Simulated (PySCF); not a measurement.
## `COC(=O)OC(Br)=C=O`, C₄H₃BrO₄

Cartesian coordinates in Å; atom numbers follow the order of the lines, from 1:
```xyz
12

C    -2.254    0.569    0.101
O    -1.321   -0.044   -0.793
C    -0.094   -0.140   -0.363
O     0.315    0.258    0.750
O     0.765   -0.693   -1.161
C     2.000   -0.688   -0.500
Br    3.440   -1.420   -1.425
C     2.015   -0.142    0.732
O     2.611    0.149    1.701
H    -2.329   -0.006    1.025
H    -3.202    0.568   -0.429
H    -1.944    1.588    0.335
```

Computed with GIAO B3LYP/pcSseg-1 magnetisability, rotational g tensor and spin-rotation constants, non-relativistic, gas phase (PySCF 2.14.0). Geometry: GFN2-xTB.

The calculation is non-relativistic, which matters for the atoms heavier than Zn.

(1) What are the magnetisability and the molar susceptibility?

(2) Split it along the inertial axes a, b, c into diamagnetic and paramagnetic parts about the centre of mass, with the quadrupole moment.

(3) And the rotational g tensor?

Results:

(1) Isotropic -1371 × 10⁻³⁰ J/T², or -82.6 × 10⁻⁶ cm³/mol; principal values -1433, -1419, -1262 × 10⁻³⁰ J/T², anisotropy 164 × 10⁻³⁰ J/T² (root of half the summed squared differences of the principal values). The susceptibility is in cgs units.

(2) 
```tsv
axis	χ (10⁻⁶ cm³/mol)	diamagnetic (10⁻⁶ cm³/mol)	paramagnetic (10⁻⁶ cm³/mol)	summed x² of all electrons (Å²)	quadrupole Θ (D Å)
a	-86.3	-534.2	447.9	439.5	+26.53
b	-76.0	-1926.4	1850.4	111.4	-22.21
c	-85.4	-2337.2	2251.8	14.5	-4.32
```
Anisotropies 2χaa − χbb − χcc = -11.1 and 2χbb − χaa − χcc = +19.7 × 10⁻⁶ cm³/mol. Θ is traceless in Buckingham's convention.

(3) 
| axis | rotational constant (GHz) | g | nuclear part | electronic part |
| --- | --- | --- | --- | --- |
| a | 2.6155 | -0.0419 | 0.5084 | -0.5503 |
| b | 0.5987 | -0.0044 | 0.5160 | -0.5204 |
| c | 0.4887 | -0.0039 | 0.5131 | -0.5169 |

Asymmetric top; isotopes 79Br, 12C, 1H, 16O; no vibrational averaging.
